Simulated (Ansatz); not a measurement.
Abridged output of a molecular run in Ansatz:

```
Functional definition: HF
1787 factors; integrals over basis functions are off by at most 1.2e-3 eV
mean field evaluation 1: about -26237.7225 eV, gradient 4.4e1 eV
mean field evaluation 2: about -26238.0661 eV, gradient 4.4e1 eV
mean field evaluation 4: about -26243.0671 eV, gradient 4.3e0 eV
mean field evaluation 8: about -26243.1561 eV, gradient 2.4e-1 eV
mean field -26243.15633273 eV, -964.4182069776 hartree, gradient 3.6e-6 eV, S^2 0.000000; 0 other end points of the search recorded, 0 dependent functions left out
17 core orbitals not correlated: weight in the atoms' cores, before any rotation towards them, 1.000 or more for the frozen orbitals, at most 0.000 for the correlated occupied ones
reference -26243.15633273 eV, -964.4182069776 hartree; 15, 15 occupied and 282, 282 virtual orbitals, 1787 factors
second order -20.59428136 eV of doubles, -0.00000000 eV of singles
cycle   1  -21.63442634 eV  change    -1.0e0 eV  update   1.1e-1
cycle   2  -22.26531983 eV  change   -6.3e-1 eV  update   3.2e-2
cycle   3  -22.35643999 eV  change   -9.1e-2 eV  update   1.4e-2
cycle   4  -22.34725476 eV  change    9.2e-3 eV  update   3.7e-3
cycle   5  -22.34639043 eV  change    8.6e-4 eV  update   1.6e-3
cycle   6  -22.34627490 eV  change    1.2e-4 eV  update   4.7e-4
cycle   7  -22.34609205 eV  change    1.8e-4 eV  update   1.8e-4
cycle   8  -22.34611441 eV  change   -2.2e-5 eV  update   6.3e-5
cycle   9  -22.34613735 eV  change   -2.3e-5 eV  update   2.3e-5
perturbative correction -0.92676771 eV, -0.0340580852 hartree
Total energy: -26266.42923779 eV, -965.2734704637 hartree
```

Its atoms:

Z-matrix (Å, degrees):
```
Si
Si 1 2.238
C 1 1.898 2 54.2
N 1 1.708 2 122.6 3 -109.3
H 1 1.481 2 122.9 3 95.7
H 2 1.484 1 120.2 3 99.5
H 2 1.483 1 125.5 3 -99.7
Si 3 1.848 1 117.5 2 112.7
H 3 1.091 1 116.9 2 -108.8
H 4 1.007 1 121.3 2 151.1
H 4 1.006 1 121.2 2 -0.9
H 8 1.490 3 112.2 1 -158.5
H 8 1.490 3 111.7 1 79.9
H 8 1.490 3 109.1 1 -39.3
```

Question: Which basis set was used?
A. cc-pV(Q+d)Z
B. def2-TZVPP
C. def2-SVPD
D. def2-QZVPP

Answer: B. It gives 314 functions.

Question: Write the keys of the input that set method, charge and spin (a neutral closed shell needs none for the last two).

Answer: 
```yaml
correlation: {method: ccsd_t}
```
